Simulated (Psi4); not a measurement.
Complex: H2O (SMILES O) (first 3 atoms) with C2H3F (SMILES C=CF); geometry from B3LYP-D3(BJ)/def2-TZVP, rigid monomers moved along the line of their centres of mass till H3···F6 is 2.41 Å.
(charge 0, multiplicity 1):
```json
[
 {"atom": "O", "x (Å)": "0.3312", "y (Å)": "-0.1151", "z (Å)": "-0.5749"},
 {"atom": "H", "x (Å)": "0.0316", "y (Å)": "-0.8592", "z (Å)": "-1.1067"},
 {"atom": "H", "x (Å)": "-0.3617", "y (Å)": "0.0217", "z (Å)": "0.0827"},
 {"atom": "C", "x (Å)": "0.8877", "y (Å)": "-0.6944", "z (Å)": "3.0151"},
 {"atom": "C", "x (Å)": "-0.3842", "y (Å)": "-0.4874", "z (Å)": "3.2795"},
 {"atom": "F", "x (Å)": "-1.2763", "y (Å)": "-0.1609", "z (Å)": "2.3051"},
 {"atom": "H", "x (Å)": "1.2800", "y (Å)": "-0.6149", "z (Å)": "2.0099"},
 {"atom": "H", "x (Å)": "1.5534", "y (Å)": "-0.9490", "z (Å)": "3.8269"},
 {"atom": "H", "x (Å)": "-0.8678", "y (Å)": "-0.5418", "z (Å)": "4.2448"}
]
```

Calculation: SAPT0/jun-cc-pV(D+d)Z (Psi4 1.11).

Task: Give the four SAPT terms and the total, and say what mostly holds the pair together.

Result: electrostatics -14.0, exchange 6.4, induction -1.8, dispersion -3.1, total -12.5 kJ/mol; the largest attraction is electrostatics.
